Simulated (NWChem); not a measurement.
Molecule: 1,1,1-trifluoroethane (C2H3F3); SMILES CC(F)(F)F

All runs: NWChem. Pople sets run with spherical d functions. The geometry was optimised at PBE0/def2-SVP. B3LYP is NWChem's, with the RPA form of VWN correlation.

For level B3LYP/6-31+G*:

```yaml
orbital gap (eV): 10.88
```

Question: How do the values read with level B3LYP/aug-cc-pVTZ instead?

Answer: 
| Property | Result |
|---|---|
| orbital gap (eV) | 10.35 |
